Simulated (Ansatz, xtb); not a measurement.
AlH4InNSi+: which of two structures lies lower

Structure a is a singlet given by its coordinates and structure b is a singlet given by its coordinates. Both are isolated ions in the gas phase, relaxed with PBE0-D3(BJ)/def2-SVP.

a (Å):

```tsv
atom	x (Å)	y (Å)	z (Å)
Al	0.9559	-0.3281	0.5878
In	-1.3792	-2.5910	-0.2059
N	-0.4074	-0.4216	-0.6389
Si	-0.8635	0.6771	-1.7519
H	-2.0063	0.4011	-2.6572
H	1.9038	0.9193	0.7051
H	0.9275	-1.6937	1.4098
H	-0.1960	1.9902	-1.9389
```

Close contacts (Å): Al1–In2 3.35, Al1–N3 1.84, In2–N3 2.42, N3–Si4 1.63, Al1–H6 1.57, Al1–H7 1.59, Si4–H5 1.48, Si4–H8 1.48.

b (Å):

```xyz
8

Al   -1.0087   -0.6835    1.1291
In    2.1400    1.3274    0.9442
N     0.2792    0.1627    0.3678
Si   -2.6931   -1.8079    2.5041
H    -1.9379   -2.7172    3.4081
H    -3.5594   -2.5381    1.5395
H    -3.4146   -0.7292    3.2317
H     0.2713    0.1934   -0.6580
```

Close contacts (Å): Al1–N3 1.72, Al1–Si4 2.45, In2–N3 2.27, N3–H8 1.03, Si4–H5 1.49, Si4–H6 1.49, Si4–H7 1.49.

**Question.** Estimate E(b) − E(a) at the level CCSD(T)/def2-SVP + ΔMP2/def2-TZVPP.

**Answer.** Calculated at CCSD(T)/def2-SVP + ΔMP2/def2-TZVPP: E(b) − E(a) = +0.227 eV, so structure a lies lower.

How the difference moves with the method:

```tsv
level	geometry	E(b) − E(a) (eV)	departure from the last row (eV)	job, with rough time for the two
PBE0-D3(BJ)/def2-SVP	PBE0-D3(BJ)/def2-SVP	+0.029	−0.198	optimisation, 57 s
HF/def2-SVP	PBE0-D3(BJ)/def2-SVP	+0.373	+0.147	part of the CCSD(T) run
MP2/def2-SVP	PBE0-D3(BJ)/def2-SVP	+0.298	+0.071	part of the CCSD(T) run
CCSD(T)/def2-SVP	PBE0-D3(BJ)/def2-SVP	+0.221	−0.005	single point
CCSD(T)/def2-SVP + ΔMP2/def2-TZVPP	PBE0-D3(BJ)/def2-SVP	+0.227		single point, 26 s
```

The levels shown agree on the order. The largest departure from CCSD(T)/def2-SVP + ΔMP2/def2-TZVPP is that of PBE0-D3(BJ)/def2-SVP, 0.198 eV. A small imaginary or near-zero mode remains, so no thermal terms are given. Levels run at GFN2-xTB geometries aren't shown. The last row adds to CCSD(T) the change of the MP2 difference between the two basis sets, here +0.005 eV.

The correlated steps freeze 15 core orbitals; the filled d shell of In is correlated, in a basis made for valence electrons. Atoms past krypton carry core potentials in the def2 sets and no spin–orbit term is included. Run with Ansatz 0.2.0; the last row on 1 thread of Intel(R) Xeon(R) 6975P-C (Granite Rapids) on a shared host.
